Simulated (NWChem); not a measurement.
Species: GeHOCl, singlet; SMILES [OH][Ge][Cl]

```xyz
4

Ge     0.3753     0.5222     0.0000
Cl    -0.1236    -1.6128     0.0000
O     -1.3042     1.1216     0.0000
H     -1.3502     2.0866     0.0000
```
Atoms are numbered in this order, from 1.

All runs: NWChem. Pople sets run with spherical d functions. Low-valent species are run as closed-shell singlets; no triplet was tried in these runs. The geometry was optimised at PBE0/def2-SVP. GIAO values for the isolated, static molecule; σ is the absolute isotropic shielding, δ = σ(reference) − σ with the isolated reference molecule computed at the same levels (1H: tetramethylsilane, 17O: water).

```tsv
level	σ Ge1 (ppm)	σ Cl2 (ppm)	δ O3 (ppm)	δ H4 (ppm)
KT2/pcSseg-1	922.2	488.2	331.3	8.10
BHandHLYP/pcSseg-1	957.3	554.5	295.2	6.92
B3LYP/6-311G**	___	___	329.8	___
```

**Question.** What belongs in the gaps?

**Answer.** 
- B3LYP/6-311G**, σ Ge1 (ppm): 868.6
- B3LYP/6-311G**, σ Cl2 (ppm): 514.0
- B3LYP/6-311G**, δ H4 (ppm): 7.61
